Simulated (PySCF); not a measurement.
## How methods differ on the ionisation energy of Nd²⁵⁺

Nd²⁵⁺ [Ar] 3d10 4s2 4p5 [4p1/2^2 4p3/2^3, M_J = 3/2] → Nd²⁶⁺ [Ar] 3d10 4s2 4p4 [4p1/2^2 4p3/2^2, M_J = 2], as a difference of total energies. Computed with PySCF 2.14 in an even-tempered Gaussian basis (17 s from 1.9 bohr⁻², ratio 2.8; 14 p from 2.5 bohr⁻², ratio 2.8; 9 d from 4.5 bohr⁻², ratio 2.8; 4 f from 14 bohr⁻², ratio 3), with the two-component X2C-1e Hamiltonian. Correlated levels: [Ne] frozen; the 90 highest virtual spinors dropped. "Screened" scales the spin-orbit matrix elements by Boettger's factors to mimic the two-electron term; Breit and QED terms are absent.

| method | ionisation energy (eV) |
| --- | --- |
| GHF (screened spin-orbit) | 893.82 |
| GMP2 (screened spin-orbit) | 895.15 |

How much does correlation contribute at GMP2 (screened spin-orbit)?

895.15 − (893.82) = 1.33 eV, measured against GHF (screened spin-orbit).

Breit and QED terms and the two-electron picture change are absent.

The labels give the starting determinants; with spin-orbit coupling the two ends relaxed to ⟨J²⟩ = 3.75, ⟨L²⟩ = 2.03, ⟨S²⟩ = 0.78 and ⟨J²⟩ = 6.01, ⟨L²⟩ = 3.10, ⟨S²⟩ = 1.49.

For comparison: 896 ± 4 eV (theoretical estimate listed by NIST; NIST Atomic Spectra Database, ionization energies).
